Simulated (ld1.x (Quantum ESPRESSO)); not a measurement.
## Before and after: TM potential for gold (Au)

| Quantity | Value |
| --- | --- |
| Element | gold (Au) |
| Generator | ld1.x (Quantum ESPRESSO) 7.5 |
| Type | norm-conserving Troullier–Martins (Kleinman–Bylander form) |
| Functional | LDA (PZ) |
| Relativity | fully relativistic |
| Frozen core | [Xe] 4f14 |
| Valence charge | 11 |
| Reference configuration | 5d9 6s2 6p0 |
| Partial waves | 6s (bound): rc 2.05 bohr; 6p (bound, empty): rc 3.40 bohr; 5d (bound): rc 2.05 bohr |
| Local potential | all-electron potential smoothed inside 2.00 bohr (lloc = -2) |
| Core correction | Bessel-smoothed model core inside 1.70 bohr |

Open shells are filled in proportion to 2j + 1 (rel_dist='average').

Change: wave 5d (bound): rc 2.05 bohr becomes 5d (bound): rc 1.56 bohr.

Cutoffs: the cutoffs (Ry, on a coarse ladder) from which the occupation-weighted sum of valence levels, in a spherical-Bessel basis at the reference potential, stays within 10 and 1 mRy of its value at 400 Ry; they do not see the model core or the augmentation charge, which bear on the density cutoff. Errors are all-electron minus pseudo energies relative to the spin-unpolarised reference configuration.

Task: What does the change do?

Result: The potential gets harder (45 Ry and 60 Ry → 45 Ry and 70 Ry); the errors of the 7 common tests hardly move; neither file shows a bound ghost. A smaller radius makes the pseudo-wave follow the all-electron one further in, where it bends more sharply, so more plane waves are needed.

| quantity | base | changed |
| --- | --- | --- |
| cutoff, loose | 45 Ry | 45 Ry |
| cutoff, tight | 60 Ry | 70 Ry |
| loose cutoff by channel (10 mRy a level) | s 8 Ry, d 35 Ry | s 8 Ry, d 40 Ry |
| bound ghosts | none | none |
| error for 5d10 6s1 6p0, meV [ΔE -1.62 eV] | -47 | -48 |
| error for 5d10 6s0 6p0, meV [ΔE 8.17 eV] | -99 | -102 |
| error for 5d9 6s0 6p0, meV [ΔE 29.69 eV] | -34 | -35 |
| error for 5d7 6s0 6p0, meV [ΔE 111.84 eV] | -303 | -304 |
| error for 5d10 6s0 6p1, meV [ΔE 3.72 eV] | -65 | -67 |
| error for 5d10 6s0.5 6p0, meV [ΔE 2.33 eV] | -70 | -72 |
| error for 5d8 6s0 6p0, meV [ΔE 63.86 eV] | -69 | -68 |
| s: phases at 3.71 bohr within 0.05 rad from the reference energy up to (Ry; the scan ends near 5) | 0.7 | 0.7 |
| p1/2: phases at 3.71 bohr within 0.05 rad from the reference energy up to (Ry; the scan ends near 5) | 1.2 | 1.2 |
| p3/2: phases at 3.71 bohr within 0.05 rad from the reference energy up to (Ry; the scan ends near 5) | 1.2 | 1.2 |
| d3/2: phases at 3.71 bohr within 0.05 rad from the reference energy up to (Ry; the scan ends near 5) | 3.6 | 3.6 |
| d5/2: phases at 3.71 bohr within 0.05 rad from the reference energy up to (Ry; the scan ends near 5) | 3.7 | 3.7 |
